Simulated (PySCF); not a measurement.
Zr(Cl)2(NH2)(Me) (CH₅Cl₂NZr), SMILES [CH3][Zr]([NH2])([Cl])[Cl], multiplicity 1.

Geometry optimised at PBE-D3(BJ)/def2-SVP. The spin state was assumed, not searched. The structure was generated by enumeration; whether it is a known compound was not checked. The def2 effective core potentials stand for the cores of Zr; spin–orbit coupling is left out. Other conformers were not sampled.

These are TDDFT-PBE/def2-SVPD in PySCF 2.14.0 values and carry that method's errors.

Vertical excitations. Isolated molecule, no solvent. State labels are in the subgroup Cs.

Computed excitation energies, oscillator strengths and character:
```
state  symmetry  energy (eV)  λ (nm)      f                            main pairs
-----  --------  -----------  ------  -----  ------------------------------------
S1           A"         3.93     315  0.000                        HOMO→LUMO 99 %
S2           A"         4.28     290  0.002                      HOMO−1→LUMO 97 %
S3           A'         4.54     273  0.005                      HOMO→LUMO+1 93 %
S4           A"         4.66     266  0.001                      HOMO→LUMO+2 97 %
S5           A"         4.99     249  0.000                    HOMO−1→LUMO+2 99 %
S6           A'         5.05     246  0.035                    HOMO−1→LUMO+1 81 %
S7           A'         5.22     238  0.003                      HOMO−2→LUMO 98 %
S8           A'         5.44     228  0.003                      HOMO→LUMO+3 91 %
S9           A"         5.50     226  0.011  HOMO−3→LUMO 81 %, HOMO−2→LUMO+1 16 %
S10          A"         5.56     223  0.000                      HOMO−5→LUMO 98 %
T1           A"         3.68     337      0                        HOMO→LUMO 94 %
T2           A"         4.10     303      0                      HOMO−1→LUMO 95 %
T3           A'         4.10     302      0                      HOMO→LUMO+1 98 %
T4           A"         4.42     281      0                      HOMO→LUMO+2 98 %
```
Triplets are in the Tamm–Dancoff approximation, which puts them higher than full response would, so one can lie above its singlet here.
